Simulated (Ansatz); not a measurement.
Consider the ligand exchange at the Si–C bond: `CC(C)[SiH]` + CH₃OH → `CO[SiH]` + `CCC`.

Computed with Ansatz on PBE0-D4/def2-TZVP structures; ΔE is electronic, products minus reactants. CBS: MP2 limit from def2 TZ/QZ plus the TZ coupled-cluster correction, frozen cores. This one scheme is used for every species. DFT in def2-TZVPP. B3LYP here is the variant with VWN-RPA as its local correlation; programs differ in this. HSE06 is defined as in plane-wave codes.

`CC(C)[SiH]`:

```xyz
12

C     0.453    0.927    0.984
C    -0.295    0.504   -0.261
C     0.301   -0.713   -0.975
Si   -1.872   -0.555   -0.200
H    -0.078    1.725    1.510
H     0.553    0.088    1.678
H     1.457    1.301    0.753
H    -0.401    1.335   -0.960
H     1.059   -1.210   -0.372
H    -0.472   -1.534   -1.178
H     0.671   -0.502   -1.978
H    -1.375   -1.365    0.999
```

CH₃OH:

Cartesian coordinates in Å:
```
C -0.267 -0.236 0.001
O 0.411 0.954 -0.331
H -1.240 -0.197 -0.490
H -0.435 -0.333 1.081
H 0.259 -1.130 -0.354
H 1.271 0.943 0.093
```

`CO[SiH]`:

Z-matrix (Å, degrees):
```
C
O 1 1.410
H 1 1.095 2 110.9
H 1 1.092 2 109.2 3 120.7
H 1 1.092 2 109.2 3 -120.7
Si 2 1.639 1 130.6 3 0.2
H 6 1.552 2 97.1 1 -0.0
```

`CCC`:

Cartesian coordinates in Å:
```
C -0.625 0.930 0.629
C 0.294 -0.269 0.468
C 0.407 -0.731 -0.975
H -1.637 0.699 0.284
H -0.266 1.782 0.044
H -0.693 1.248 1.672
H 1.290 -0.020 0.850
H -0.070 -1.095 1.088
H 1.071 -1.593 -1.073
H 0.800 0.066 -1.614
H -0.571 -1.017 -1.374
```

```json
{"level": "LDA (SPW92)", "ΔE (kcal/mol)": "-32.1", "difference from CCSD(T)/CBS": "5.5"}
{"level": "PBE-D4", "ΔE (kcal/mol)": "-33.9", "difference from CCSD(T)/CBS": "3.7"}
{"level": "revPBE-D4", "ΔE (kcal/mol)": "-33.4", "difference from CCSD(T)/CBS": "4.2"}
{"level": "r2SCAN-D4", "ΔE (kcal/mol)": "-36.3", "difference from CCSD(T)/CBS": "1.3"}
{"level": "B97M-V", "ΔE (kcal/mol)": "-38.8", "difference from CCSD(T)/CBS": "-1.2"}
{"level": "PBE0-D4", "ΔE (kcal/mol)": "-34.3", "difference from CCSD(T)/CBS": "3.3"}
{"level": "B3LYP-D4", "ΔE (kcal/mol)": "-39.6", "difference from CCSD(T)/CBS": "-2.0"}
{"level": "r2SCANh-D4", "ΔE (kcal/mol)": "-36.2", "difference from CCSD(T)/CBS": "1.4"}
{"level": "r2SCAN0-D4", "ΔE (kcal/mol)": "-36.1", "difference from CCSD(T)/CBS": "1.5"}
{"level": "HSE06-D4", "ΔE (kcal/mol)": "-34.2", "difference from CCSD(T)/CBS": "3.4"}
{"level": "CAM-B3LYP-D4", "ΔE (kcal/mol)": "-40.8", "difference from CCSD(T)/CBS": "-3.2"}
{"level": "ωB97X-V", "ΔE (kcal/mol)": "-38.0", "difference from CCSD(T)/CBS": "-0.4"}
{"level": "ωB97M-V", "ΔE (kcal/mol)": "-37.5", "difference from CCSD(T)/CBS": "0.1"}
{"level": "B2PLYP", "ΔE (kcal/mol)": "-40.4", "difference from CCSD(T)/CBS": "-2.8"}
{"level": "PBE-QIDH", "ΔE (kcal/mol)": "-35.8", "difference from CCSD(T)/CBS": "1.8"}
{"level": "PBE", "ΔE (kcal/mol)": "-34.9", "difference from CCSD(T)/CBS": "2.7"}
{"level": "revPBE", "ΔE (kcal/mol)": "-35.7", "difference from CCSD(T)/CBS": "1.9"}
{"level": "BLYP", "ΔE (kcal/mol)": "-41.7", "difference from CCSD(T)/CBS": "-4.1"}
{"level": "r2SCAN", "ΔE (kcal/mol)": "-36.5", "difference from CCSD(T)/CBS": "1.1"}
{"level": "PBE0", "ΔE (kcal/mol)": "-35.1", "difference from CCSD(T)/CBS": "2.5"}
{"level": "B3LYP", "ΔE (kcal/mol)": "-41.3", "difference from CCSD(T)/CBS": "-3.7"}
{"level": "r2SCANh", "ΔE (kcal/mol)": "-36.5", "difference from CCSD(T)/CBS": "1.1"}
{"level": "r2SCAN0", "ΔE (kcal/mol)": "-36.4", "difference from CCSD(T)/CBS": "1.2"}
{"level": "HSE06", "ΔE (kcal/mol)": "-35.0", "difference from CCSD(T)/CBS": "2.6"}
{"level": "BHLYP", "ΔE (kcal/mol)": "-42.3", "difference from CCSD(T)/CBS": "-4.7"}
{"level": "CAM-B3LYP", "ΔE (kcal/mol)": "-41.6", "difference from CCSD(T)/CBS": "-4.0"}
{"level": "LC-ωPBE", "ΔE (kcal/mol)": "-36.4", "difference from CCSD(T)/CBS": "1.2"}
{"level": "HF/def2-SVP", "ΔE (kcal/mol)": "-44.1", "difference from CCSD(T)/CBS": "-6.5"}
{"level": "MP2/def2-SVP", "ΔE (kcal/mol)": "-38.3", "difference from CCSD(T)/CBS": "-0.7"}
{"level": "CCSD/def2-SVP", "ΔE (kcal/mol)": "-39.9", "difference from CCSD(T)/CBS": "-2.3"}
{"level": "HF/def2-TZVPP", "ΔE (kcal/mol)": "-46.0", "difference from CCSD(T)/CBS": "-8.4"}
{"level": "MP2/def2-TZVPP", "ΔE (kcal/mol)": "-37.2", "difference from CCSD(T)/CBS": "0.4"}
{"level": "SCS-MP2/def2-TZVPP", "ΔE (kcal/mol)": "-39.6", "difference from CCSD(T)/CBS": "-2.0"}
{"level": "CCSD/def2-TZVPP", "ΔE (kcal/mol)": "-39.3", "difference from CCSD(T)/CBS": "-1.7"}
{"level": "CCSD(T)/def2-TZVPP", "ΔE (kcal/mol)": "-38.1", "difference from CCSD(T)/CBS": "-0.5"}
{"level": "HF/def2-QZVPP", "ΔE (kcal/mol)": "-46.3", "difference from CCSD(T)/CBS": "-8.7"}
{"level": "MP2/def2-QZVPP", "ΔE (kcal/mol)": "-37.0", "difference from CCSD(T)/CBS": "0.6"}
{"level": "SCS-MP2/def2-QZVPP", "ΔE (kcal/mol)": "-39.4", "difference from CCSD(T)/CBS": "-1.8"}
{"level": "MP2/CBS(def2)", "ΔE (kcal/mol)": "-36.7", "difference from CCSD(T)/CBS": "0.9"}
{"level": "CCSD/CBS(def2)", "ΔE (kcal/mol)": "-38.9", "difference from CCSD(T)/CBS": "-1.3"}
{"level": "CCSD(T)/CBS", "ΔE (kcal/mol)": "-37.6", "difference from CCSD(T)/CBS": "0"}
```

Q: What do rigid-rotor, harmonic-oscillator terms from PBE0-D4/def2-TZVP frequencies (298.15 K, 1 bar) make of the CCSD(T)/CBS value? (An estimate is asked.)

A: The calculation gave: ΔZPE = +0.8 kcal/mol, ΔH = -36.9 kcal/mol, ΔS = 2 J/(mol·K), ΔG = -37.0 kcal/mol.

Largest T1 diagnostic among the species: 0.015.

In def2-TZVPP, CCSD(T) changes the Hartree–Fock value by +7.9 kcal/mol (the triples alone add +1.2 kcal/mol) and MP2 by +8.9 kcal/mol. At CCSD(T), def2-SVP lies −1.6 kcal/mol from the extrapolated value and def2-TZVPP −0.5 kcal/mol. Leaving LDA and LC-ωPBE aside and taking each functional with its dispersion term where it has one, the values, not all of them listed here, spread over 7.6 kcal/mol, from BHLYP-D4 to revPBE-D4. LDA lies +2.7 kcal/mol from PBE without D4.
